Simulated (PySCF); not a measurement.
**Sc⁺: excitation energy**

Sc⁺ [Ar] 3d1 4s1 (3D) → Sc⁺ [Ar] 4s1 4p1 (3P), as a difference of total energies. Computed with PySCF 2.14 in x2c-TZVPPall (6s5p4d2f1g, 64 functions), with scalar relativity by spin-free X2C-1e. Correlated levels: valence: [Ar] frozen; valence and next inner shell: [Ne] frozen. The calculations carry no spin-orbit coupling.

```csv
method,excitation energy (eV)
UHF,4.313
LDA,5.404
PBE,5.323
PBE0,5.151
TPSS,5.317
M06-2X,4.807
PW91,5.373
B97-3,5.131
MP2 (valence),4.297
SCS-MP2 (valence),4.307
MP2 (valence and next inner shell),4.243
SCS-MP2 (valence and next inner shell),4.285
```

Task: How much does correlation contribute at MP2 (valence and next inner shell)?

Result: 4.243 − (4.313) = -0.070 eV, measured against UHF.

A first-order spin-orbit estimate (lowest level to lowest level, LS coupling) adds -0.007 eV.

The basis was made for the ground configuration and has no added diffuse functions, so the excitation energy can come out too high.

The Hartree-Fock determinant of the upper state isn't an eigenfunction of L²: it has lost the atom's symmetry, so its energy isn't that of a pure term.
